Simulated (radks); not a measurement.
The numbers below are computed, except where a source is named.
Q: Ionisation of the tellurium ion Te2+, [Kr] 4d10 5s2 5p2, to Te3+, [Kr] 4d10 5s2 5p1, under several functionals. Scalar-relativistic Kohn-Sham, spin-unpolarised, spherical densities, point nucleus; a radial shooting solver on a logarithmic mesh with Libxc functionals. Known Delta-SCF values: Wu-Cohen GGA 26.997 eV; exchange-only LDA 25.937 eV. What does SOGGA give, and what is its highest occupied eigenvalue?

A: 26.832 eV by Delta-SCF; the 5p eigenvalue is -22.245 eV. NIST: 27.84 eV (measured).

Beside tabulated values, note that spin-unpolarised runs miss the spin-polarisation part of the exchange energy of open shells.
